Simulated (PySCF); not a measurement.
C2H6AlIO, SMILES C[O][Al]([CH3])[I]. Atoms are numbered in the order given.

```xyz
11

Al     0.6164    -1.0903     0.0000
I     -0.1498     1.2886     0.0000
C      2.4972    -1.5586     0.0000
H      2.6369    -2.6509     0.0000
H      3.0028    -1.1402     0.8861
H      3.0028    -1.1402    -0.8861
O     -0.5853    -2.2823     0.0000
C     -1.9814    -2.3844     0.0000
H     -2.3255    -2.9385     0.8913
H     -2.4775    -1.3959     0.0000
H     -2.3255    -2.9385    -0.8913
```
Charge 0, spin multiplicity 1.

Coordinates come from a B3LYP-D3(BJ)/def2-SVP optimisation. The structure was generated by enumeration; whether it is a known compound was not checked. The def2 effective core potentials stand for the cores of I; spin–orbit coupling is left out. Other conformers were not sampled.

Calculation: B3LYP/def2-TZVP run with PySCF.

ESP charges are fitted to the potential on shells at 1.4 to 2.0 van der Waals radii. Atomic charges (e):

```
atom  Mulliken  ESP fit
----  --------  -------
Al1       0.55     0.81
I2           ?    -0.27
C3       -0.53    -0.74
H4        0.14     0.18
H5        0.13     0.16
H6        0.13     0.16
O7           ?    -0.40
C8           ?    -0.17
H9        0.11     0.10
H10       0.11     0.06
H11       0.11     0.10
```

Task: Complete the blanks. (The exact figures need the calculation; the answer reports its results.)

Result: 
- I2, Mulliken: -0.26
- O7, Mulliken: -0.34
- C8, Mulliken: -0.15
